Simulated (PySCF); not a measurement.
TlCl, SMILES [Cl][Tl].

Geometry: B3LYP-D3(BJ)/def2-TZVP. The def2 effective core potentials stand for the cores of Tl; spin–orbit coupling is left out.

Computed with PBE/def2-TZVPD run with PySCF.

### Question
Estimate the frontier levels, gap, dipole moment and polarisability. (Estimate from the structure and the level; the computed values follow.)

### Answer

```yaml
highest_occupied_level: -6.49 eV
lowest_empty_level: -2.50 eV
orbital_gap: 3.99 eV
dipole_moment: 4.55 D
quadrupole, principal values (traceless, Buckingham form, about the centre of nuclear charge): -10.41, 5.20, 5.20 D·Å
mean_static_polarisability: 56.8 bohr³ (8.41 Å³)
polarisability_principal_values: 44.1, 44.1, 82.0 bohr³
```
